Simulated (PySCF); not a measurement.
A species of formula C4H10OSi has this rotational fingerprint, computed with CAM-B3LYP/def2-SVPD in PySCF (dipole) on a GFN2-xTB geometry, gas phase:

* Rotational constants: A = 3927, B = 2993, C = 1889 MHz
* Dipole components: |μa| = 0.79 D, |μb| = 0.00 D, |μc| = 0.57 D
* Inertial defect: -30.08 u·Å²
* κ: 0.08

**Question.** Which candidate fits, each taken in the one conformer that was computed?
A. `[CH3:1][CH2:2][CH2:3][C:4](=[O:5])[SiH3:6]` with C1–C2–C3–C4 -176°, C2–C3–C4–O5 -122°
B. `[CH3:1][O:2][SiH:3]1[CH2:4][CH2:5][CH2:6]1` with C1–O2–Si3–C4 180°, O2–Si3–C4–C5 131°, Si3–C4–C5–C6 -15°, C4–C5–C6–Si3 15°, O2–Si3–C6–C5 -119°
C. `[CH2:1]1[CH2:2][SiH2:3][CH2:4][CH2:5][O:6]1` with O6–C1–C2–Si3 56°, C1–C2–Si3–C4 -41°, C2–Si3–C4–C5 41°, Si3–C4–C5–O6 -56°

**Answer.** C. It is C1C[SiH2]CCO1, an asymmetric top, point group Cs. The candidates at the same level (rigid rotor, commonest isotopes):

```tsv
SMILES	A (MHz)	B (MHz)	C (MHz)	μa (D)	μb (D)	μc (D)	Δ (u·Å²)	point group	rotor
C1C[SiH2]CCO1	3927	2993	1889	0.79	0.00	0.57	-30.08	Cs	asymmetric top
CCCC(=O)[SiH3]	4420	1553	1234	1.84	2.21	0.59	-30.23	C1	asymmetric top
CO[SiH]1CCC1	7101	1718	1554	0.83	0.72	0.35	-40.09	C1	near-prolate asymmetric top
```

`CO[SiH]1CCC1` has A 81 % too high; `CCCC(=O)[SiH3]` has B 48 % too low. In the right answer the mirror of this Cs structure is the ac plane, so μb vanishes by symmetry. No structure here is proved a minimum.
